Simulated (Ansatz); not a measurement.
Tl2F3⁻, relaxed as a singlet with RKS B3LYP-D4/def2-SVPD in Ansatz, starting from the GFN1-xTB geometry. Force threshold 0.02 eV/Å.

In the def2 sets Tl takes a core potential; there is no spin–orbit coupling. The structure comes from a short search, and lower isomers may exist.

Start:

Cartesian coordinates in Å:
```
Tl 0.436 0.916 -0.989
Tl -0.312 -1.025 0.953
F 2.366 1.638 0.024
F -0.848 -2.715 -0.509
F -1.643 1.186 0.521
```

```json
{"step": "1", "energy (eV)": "-17542.7737", "largest force component (eV/Å)": "1.387", "SCF passes": "14"}
{"step": "2", "energy (eV)": "-17543.2254", "largest force component (eV/Å)": "0.715", "SCF passes": "19"}
{"step": "3", "energy (eV)": "-17543.3973", "largest force component (eV/Å)": "0.628", "SCF passes": "25"}
{"step": "4", "energy (eV)": "-17543.6385", "largest force component (eV/Å)": "0.283", "SCF passes": "20"}
{"step": "5", "energy (eV)": "-17543.6993", "largest force component (eV/Å)": "0.556", "SCF passes": "20"}
{"step": "6", "energy (eV)": "-17543.7335", "largest force component (eV/Å)": "0.212", "SCF passes": "20"}
{"step": "7", "energy (eV)": "-17543.7454", "largest force component (eV/Å)": "0.056", "SCF passes": "20"}
{"step": "8", "energy (eV)": "-17543.7529", "largest force component (eV/Å)": "0.046", "SCF passes": "20"}
{"step": "9", "energy (eV)": "-17543.7638", "largest force component (eV/Å)": "0.100", "SCF passes": "20"}
{"step": "10", "energy (eV)": "-17543.7803", "largest force component (eV/Å)": "0.142", "SCF passes": "20"}
{"step": "11", "energy (eV)": "-17543.8155", "largest force component (eV/Å)": "0.187", "SCF passes": "20"}
{"step": "12", "energy (eV)": "-17543.9038", "largest force component (eV/Å)": "0.204", "SCF passes": "19"}
{"step": "13", "energy (eV)": "-17544.0422", "largest force component (eV/Å)": "0.315", "SCF passes": "20"}
{"step": "14", "energy (eV)": "-17544.1771", "largest force component (eV/Å)": "0.508", "SCF passes": "21"}
{"step": "15", "energy (eV)": "-17544.2341", "largest force component (eV/Å)": "0.222", "SCF passes": "20"}
{"step": "16", "energy (eV)": "-17544.2447", "largest force component (eV/Å)": "0.010", "SCF passes": "21"}
```

Force components are those of the run's own axes.

End:

Cartesian coordinates in Å:
```
Tl 0.1303 0.8402 -1.4611
Tl -0.1297 -0.8405 1.4609
F 1.5850 0.5164 0.4371
F -0.2188 -1.4741 -0.8658
F -1.3668 0.9580 0.4289
```

Bonds formed: Tl1–F4, Tl1–F5, Tl2–F3, Tl2–F5 (atoms count from 1). Metal–metal contacts that move far: Tl1–Tl2 2.85 to 3.38 Å. The end is the same structure that another start reached, the lowest one found.

No frequencies were taken in this run, so the end may be a saddle point.

It took 33 s on 4 threads of Intel Xeon Platinum 8375C on a shared host.
